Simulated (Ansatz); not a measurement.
# What each rung costs, and what it gives

The pair of Ag⁺ (SMILES [Ag+], atom 1) and CH$_{3}$F (SMILES CF, atoms 2–6), both closed shells, in one local arrangement (a lower one may exist), relaxed at PBE0-D4/def2-TZVP:

```
6
angstrom
Ag 0.5030 -0.6789 -2.7605
C -0.1202 0.1940 0.6271
F 0.1678 -0.6215 -0.5126
H -1.0755 0.6802 0.4443
H 0.6926 0.9096 0.7261
H -0.1677 -0.4834 1.4757
```

Interaction energies are counterpoise-corrected; the time is that of the whole pair.

Ansatz 0.2.0; basis: as named in each row; cores frozen in the correlated methods. Filled d shells of the heavier atoms are correlated. Core potentials replace the inner electrons of the atoms past krypton. B3LYP uses VWN-RPA correlation. Extrapolation: Hartree–Fock as exp(−7.88 √X), correlation as X^−2.97.

Times are rough, for one single point on 4 threads of a shared host (Arm Neoverse V2).

The estimate by CCSD(T) at an estimated basis limit (MP2 extrapolated from triple and quadruple zeta, plus CCSD(T) − MP2 in triple zeta) is -0.978 eV.

```json
{"method": "SPW92", "basis": "def2-SVP", "time (s)": "under 1", "interaction energy (eV)": "-1.381", "method less estimate": "-0.403"}
{"method": "PBE-D4", "basis": "def2-SVP", "time (s)": "under 1", "interaction energy (eV)": "-1.122", "method less estimate": "-0.144"}
{"method": "PBE0-D4", "basis": "def2-SVP", "time (s)": "under 1", "interaction energy (eV)": "-1.068", "method less estimate": "-0.090"}
{"method": "PBE-D4", "basis": "def2-TZVPPD", "time (s)": "1", "interaction energy (eV)": "-1.011", "method less estimate": "-0.033"}
{"method": "revPBE-D4", "basis": "def2-TZVPPD", "time (s)": "1", "interaction energy (eV)": "-0.910", "method less estimate": "0.068"}
{"method": "BLYP-D4", "basis": "def2-TZVPPD", "time (s)": "1", "interaction energy (eV)": "-1.028", "method less estimate": "-0.050"}
{"method": "PBE0-D4", "basis": "def2-TZVPPD", "time (s)": "1", "interaction energy (eV)": "-0.969", "method less estimate": "0.009"}
{"method": "HSE06-D4", "basis": "def2-TZVPPD", "time (s)": "2", "interaction energy (eV)": "-0.966", "method less estimate": "0.012"}
{"method": "B3LYP-D4", "basis": "def2-TZVPPD", "time (s)": "2", "interaction energy (eV)": "-1.010", "method less estimate": "-0.032"}
{"method": "CCSD(T)", "basis": "def2-SVP", "time (s)": "2", "interaction energy (eV)": "-0.920", "method less estimate": "0.058"}
{"method": "wB97M-V", "basis": "def2-SVP", "time (s)": "2", "interaction energy (eV)": "-1.056", "method less estimate": "-0.078"}
{"method": "r2SCAN-D4", "basis": "def2-TZVPPD", "time (s)": "2", "interaction energy (eV)": "-1.072", "method less estimate": "-0.094"}
{"method": "B2PLYP", "basis": "def2-TZVPPD", "time (s)": "3", "interaction energy (eV)": "-0.947", "method less estimate": "0.031"}
{"method": "wB97X-V", "basis": "def2-TZVPPD", "time (s)": "4", "interaction energy (eV)": "-0.959", "method less estimate": "0.019"}
{"method": "wB97M-V", "basis": "def2-TZVPPD", "time (s)": "6", "interaction energy (eV)": "-0.956", "method less estimate": "0.022"}
{"method": "B97M-V", "basis": "def2-TZVPPD", "time (s)": "6", "interaction energy (eV)": "-1.025", "method less estimate": "-0.047"}
{"method": "MP2", "basis": "def2-QZVPPD", "time (s)": "7", "interaction energy (eV)": "-0.965", "method less estimate": "0.013"}
{"method": "CCSD(T)", "basis": "def2-TZVPPD", "time (s)": "67", "interaction energy (eV)": "-0.891", "method less estimate": "0.087"}
```

No T1 diagnostic of these runs exceeds 0.011.
